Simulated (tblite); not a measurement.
Record of a relaxation.

Species: C₄H₅ClSi.
Numbering: `[Cl:1][C:2]1=[CH:3][SiH2:4][CH:5]=[CH:6]1` (hydrogens: H7 on C3; H8, H9 on Si4; H10 on C5; H11 on C6)

Computed with GFN2-xTB (tblite), gas phase: L-BFGS steps from a force-field or distance-geometry start until the largest atomic force falls under 0.01 eV/Å. 12 of its 20 geometries are shown.

Step 0: E = -471.5469 eV, largest atomic force 0.893 eV/Å
```
atom  x, y, z in Å  |  force x, y, z in eV/Å
Cl1     2.999   -0.010    0.330    0.117   0.202  -0.012
C2      1.289   -0.012    0.133   -0.142  -0.876   0.097
C3      0.571   -1.146    0.117   -0.406   0.141  -0.126
Si4    -1.253   -0.732   -0.115   -0.119  -0.364   0.246
C5     -0.778    1.077   -0.131   -0.168   0.236  -0.104
C6      0.549    1.226    0.000   -0.522   0.489  -0.076
H7      0.919   -2.152    0.197    0.530  -0.016   0.072
H8     -2.053   -1.083    1.092    0.169   0.052  -0.439
H9     -1.777   -1.207   -1.410    0.013   0.050   0.266
H10    -1.515    1.858   -0.251    0.475   0.228   0.063
H11     1.054    2.184    0.012    0.053  -0.143   0.013
```

Step 2: E = -471.5915 eV, largest atomic force 0.426 eV/Å
```
atom  x, y, z in Å  |  force x, y, z in eV/Å
Cl1     3.002   -0.002    0.329   -0.139   0.113  -0.031
C2      1.283   -0.031    0.136   -0.338   0.092  -0.005
C3      0.555   -1.153    0.113    0.098  -0.096  -0.011
Si4    -1.258   -0.743   -0.107   -0.025   0.108  -0.066
C5     -0.785    1.081   -0.134   -0.096  -0.183  -0.034
C6      0.534    1.235   -0.002    0.128  -0.341   0.033
H7      0.939   -2.150    0.199    0.331   0.016   0.041
H8     -2.047   -1.081    1.076   -0.070  -0.056  -0.071
H9     -1.777   -1.205   -1.399   -0.047  -0.006   0.138
H10    -1.499    1.871   -0.249    0.118   0.409   0.001
H11     1.056    2.180    0.013    0.039  -0.056   0.005
```

Step 3: E = -471.6062 eV, largest atomic force 0.335 eV/Å
```
atom  x, y, z in Å  |  force x, y, z in eV/Å
Cl1     3.001    0.004    0.328   -0.275   0.071  -0.039
C2      1.273   -0.037    0.137   -0.117   0.263  -0.017
C3      0.550   -1.159    0.111    0.215  -0.163   0.032
Si4    -1.260   -0.745   -0.105    0.040   0.190  -0.164
C5     -0.791    1.079   -0.137    0.024  -0.051  -0.003
C6      0.531    1.231   -0.002    0.105  -0.316   0.033
H7      0.956   -2.148    0.201    0.229   0.012   0.024
H8     -2.046   -1.082    1.067   -0.183  -0.103   0.117
H9     -1.778   -1.204   -1.391   -0.089  -0.046   0.022
H10    -1.488    1.886   -0.248    0.086   0.304  -0.007
H11     1.059    2.177    0.013   -0.035  -0.160   0.002
```

Step 5: E = -471.6322 eV, largest atomic force 0.249 eV/Å
```
atom  x, y, z in Å  |  force x, y, z in eV/Å
Cl1     2.982    0.020    0.324   -0.198   0.033  -0.015
C2      1.254   -0.041    0.139    0.172  -0.011  -0.023
C3      0.549   -1.177    0.108    0.167   0.073   0.053
Si4    -1.262   -0.742   -0.107    0.070   0.062  -0.006
C5     -0.801    1.081   -0.142    0.127   0.202   0.032
C6      0.524    1.216   -0.001   -0.090   0.031  -0.006
H7      1.001   -2.145    0.207    0.060  -0.043  -0.002
H8     -2.055   -1.089    1.056   -0.170  -0.084   0.154
H9     -1.786   -1.207   -1.377   -0.141  -0.097  -0.181
H10    -1.460    1.927   -0.246    0.068   0.017  -0.013
H11     1.060    2.159    0.014   -0.064  -0.183   0.006
```

Step 7: E = -471.6397 eV, largest atomic force 0.093 eV/Å
```
atom  x, y, z in Å  |  force x, y, z in eV/Å
Cl1     2.968    0.028    0.322    0.068   0.042   0.012
C2      1.253   -0.042    0.139    0.053  -0.023  -0.024
C3      0.555   -1.180    0.110   -0.017   0.031   0.026
Si4    -1.261   -0.739   -0.108   -0.027  -0.054   0.030
C5     -0.802    1.088   -0.143    0.080   0.009   0.034
C6      0.522    1.211   -0.001   -0.085   0.010  -0.011
H7      1.018   -2.145    0.208   -0.008  -0.004  -0.009
H8     -2.065   -1.095    1.058   -0.046  -0.023   0.002
H9     -1.794   -1.212   -1.379   -0.068  -0.037  -0.051
H10    -1.448    1.942   -0.246    0.000   0.024  -0.018
H11     1.058    2.146    0.015    0.051   0.025   0.010
```

Step 9: E = -471.6408 eV, largest atomic force 0.072 eV/Å
```
atom  x, y, z in Å  |  force x, y, z in eV/Å
Cl1     2.971    0.030    0.322    0.061   0.037   0.005
C2      1.256   -0.042    0.137   -0.020   0.027  -0.010
C3      0.556   -1.179    0.111   -0.009  -0.013   0.010
Si4    -1.262   -0.741   -0.107   -0.031  -0.019  -0.020
C5     -0.800    1.089   -0.141   -0.029  -0.045   0.011
C6      0.522    1.212   -0.001    0.050  -0.014   0.003
H7      1.018   -2.145    0.208   -0.013   0.017  -0.005
H8     -2.068   -1.097    1.059   -0.028  -0.018  -0.023
H9     -1.799   -1.214   -1.383   -0.030  -0.007   0.031
H10    -1.448    1.942   -0.247    0.012   0.011  -0.008
H11     1.060    2.147    0.015    0.038   0.023   0.006
```

Step 10: E = -471.6413 eV, largest atomic force 0.057 eV/Å
```
atom  x, y, z in Å  |  force x, y, z in eV/Å
Cl1     2.974    0.033    0.323    0.014   0.025  -0.003
C2      1.258   -0.042    0.136   -0.020   0.028   0.007
C3      0.556   -1.178    0.113    0.005  -0.005  -0.004
Si4    -1.264   -0.743   -0.107   -0.009   0.015  -0.030
C5     -0.800    1.089   -0.140   -0.005  -0.033   0.001
C6      0.523    1.212   -0.001    0.032  -0.018   0.001
H7      1.018   -2.145    0.207   -0.014   0.015  -0.001
H8     -2.071   -1.098    1.059   -0.021  -0.016  -0.029
H9     -1.802   -1.216   -1.384   -0.015   0.002   0.055
H10    -1.447    1.944   -0.248    0.020  -0.016   0.001
H11     1.063    2.147    0.016    0.014   0.002   0.002
```

Step 12: E = -471.6417 eV, largest atomic force 0.036 eV/Å
```
atom  x, y, z in Å  |  force x, y, z in eV/Å
Cl1     2.976    0.037    0.323   -0.027   0.009  -0.008
C2      1.258   -0.041    0.136    0.015  -0.004   0.018
C3      0.556   -1.178    0.113    0.006   0.017  -0.014
Si4    -1.265   -0.744   -0.108    0.021   0.023   0.008
C5     -0.800    1.088   -0.139    0.029   0.007  -0.008
C6      0.523    1.212   -0.001   -0.005   0.005   0.000
H7      1.019   -2.144    0.207   -0.014   0.001   0.002
H8     -2.075   -1.101    1.057   -0.010  -0.011  -0.033
H9     -1.807   -1.217   -1.381   -0.016  -0.003   0.031
H10    -1.444    1.946   -0.249    0.010  -0.032   0.005
H11     1.065    2.146    0.016   -0.009  -0.013  -0.002
```

Step 14: E = -471.6421 eV, largest atomic force 0.041 eV/Å
```
atom  x, y, z in Å  |  force x, y, z in eV/Å
Cl1     2.977    0.042    0.322   -0.018  -0.004  -0.004
C2      1.259   -0.040    0.137    0.023  -0.020   0.009
C3      0.557   -1.177    0.113    0.003   0.007  -0.009
Si4    -1.265   -0.743   -0.108    0.026   0.000   0.032
C5     -0.798    1.086   -0.139    0.023   0.027  -0.011
C6      0.525    1.211   -0.001   -0.009   0.014   0.006
H7      1.018   -2.143    0.207   -0.005  -0.012   0.003
H8     -2.080   -1.104    1.052   -0.001  -0.004  -0.021
H9     -1.813   -1.219   -1.377   -0.015  -0.006  -0.003
H10    -1.440    1.944   -0.249   -0.016  -0.004   0.001
H11     1.067    2.145    0.017   -0.009   0.003  -0.004
```

Step 16: E = -471.6423 eV, largest atomic force 0.021 eV/Å
```
atom  x, y, z in Å  |  force x, y, z in eV/Å
Cl1     2.977    0.043    0.322    0.008  -0.007   0.001
C2      1.260   -0.040    0.138   -0.002  -0.001  -0.001
C3      0.557   -1.176    0.113    0.007  -0.011   0.001
Si4    -1.264   -0.742   -0.107    0.006  -0.005   0.001
C5     -0.797    1.087   -0.139   -0.004   0.008  -0.006
C6      0.526    1.212   -0.001    0.004   0.004   0.005
H7      1.016   -2.143    0.207    0.003  -0.012   0.002
H8     -2.082   -1.106    1.049   -0.004  -0.004  -0.004
H9     -1.815   -1.220   -1.375   -0.005   0.000   0.005
H10    -1.441    1.942   -0.249   -0.016   0.013  -0.002
H11     1.067    2.146    0.017    0.002   0.013  -0.002
```

Step 17: E = -471.6423 eV, largest atomic force 0.013 eV/Å
```
atom  x, y, z in Å  |  force x, y, z in eV/Å
Cl1     2.977    0.043    0.322    0.011  -0.006   0.002
C2      1.260   -0.040    0.138   -0.007   0.006  -0.003
C3      0.557   -1.176    0.113    0.007  -0.010   0.003
Si4    -1.264   -0.742   -0.107    0.000   0.000  -0.009
C5     -0.797    1.087   -0.140   -0.009   0.001  -0.002
C6      0.526    1.212    0.000    0.004   0.002   0.003
H7      1.016   -2.143    0.207    0.005  -0.009   0.001
H8     -2.082   -1.106    1.049   -0.005  -0.004   0.000
H9     -1.815   -1.220   -1.375   -0.002   0.002   0.009
H10    -1.441    1.942   -0.249   -0.008   0.009  -0.002
H11     1.067    2.146    0.017    0.003   0.010  -0.001
```

Step 19: E = -471.6424 eV, largest atomic force 0.007 eV/Å
```
atom  x, y, z in Å  |  force x, y, z in eV/Å
Cl1     2.977    0.043    0.322    0.004  -0.005   0.001
C2      1.260   -0.040    0.138   -0.002   0.005  -0.001
C3      0.558   -1.176    0.113    0.002   0.001   0.003
Si4    -1.263   -0.742   -0.107   -0.003   0.004  -0.005
C5     -0.797    1.088   -0.140   -0.004  -0.002   0.002
C6      0.526    1.212    0.000   -0.002   0.001  -0.003
H7      1.016   -2.144    0.207    0.004  -0.001   0.000
H8     -2.083   -1.106    1.048   -0.001  -0.002   0.000
H9     -1.816   -1.220   -1.374   -0.001   0.001   0.004
H10    -1.442    1.943   -0.249    0.002  -0.002  -0.001
H11     1.067    2.147    0.017    0.000   0.000   0.001
```

**Question.** Summarise the path.

**Answer.** The energy falls by 0.0955 eV from step 0 to step 19; nine tenths of that is first reached at step 6. It falls at every step. The largest force goes from 0.893 to 0.007 eV/Å. Among the bonds Si4–H8 changes most, from 1.489 to 1.462 Å; the atoms move by 0.059 Å rms after alignment.

**Question.** Follow the three bonds and two angles with the largest change from start to end.

**Answer.** 
| step | E above end (eV) | largest force (eV/Å) | Si4–H8 (Å) | Si4–C5 (Å) | Si4–H9 (Å) | Si4–C3–H7 (°) | Si4–C5–H10 (°) |
| --- | --- | --- | --- | --- | --- | --- | --- |
| 0 | 0.0955 | 0.893 | 1.489 | 1.870 | 1.475 | 122.1 | 121.8 |
| 1 | 0.0696 | 0.587 | 1.478 | 1.878 | 1.472 | 122.6 | 122.2 |
| 2 | 0.0508 | 0.426 | 1.462 | 1.884 | 1.467 | 124.1 | 123.2 |
| 3 | 0.0362 | 0.335 | 1.450 | 1.884 | 1.460 | 125.5 | 124.6 |
| 4 | 0.0218 | 0.321 | 1.446 | 1.882 | 1.453 | 127.2 | 126.2 |
| 5 | 0.0102 | 0.249 | 1.450 | 1.881 | 1.450 | 128.8 | 127.7 |
| 6 | 0.0043 | 0.182 | 1.456 | 1.882 | 1.453 | 129.5 | 128.5 |
| 7 | 0.0027 | 0.093 | 1.460 | 1.884 | 1.458 | 129.6 | 128.7 |
| 8 | 0.0021 | 0.090 | 1.461 | 1.886 | 1.460 | 129.4 | 128.6 |
| 9 | 0.0016 | 0.072 | 1.462 | 1.888 | 1.463 | 129.3 | 128.5 |
| 10 | 0.0011 | 0.057 | 1.462 | 1.890 | 1.464 | 129.2 | 128.6 |
| 11 | 0.0009 | 0.051 | 1.463 | 1.890 | 1.464 | 129.3 | 128.7 |
| 12 | 0.0006 | 0.036 | 1.463 | 1.890 | 1.463 | 129.3 | 128.8 |
| 13 | 0.0004 | 0.042 | 1.463 | 1.889 | 1.462 | 129.2 | 128.8 |
| 14 | 0.0002 | 0.041 | 1.463 | 1.888 | 1.461 | 129.2 | 128.7 |
| 15 | 0.0001 | 0.024 | 1.462 | 1.888 | 1.462 | 129.1 | 128.6 |
| 16 | 0.0001 | 0.021 | 1.462 | 1.888 | 1.462 | 129.0 | 128.6 |
| 17 | 0.0000 | 0.013 | 1.462 | 1.888 | 1.462 | 129.0 | 128.5 |
| 18 | 0.0000 | 0.012 | 1.462 | 1.889 | 1.462 | 129.0 | 128.5 |
| 19 | 0.0000 | 0.007 | 1.462 | 1.889 | 1.462 | 129.0 | 128.5 |

The cost below is that of the whole relaxation. On one thread, Arm Neoverse N1 (aarch64), shared host with 64 logical CPUs at a one-minute load of 63, this took 0.21 s of wall time.
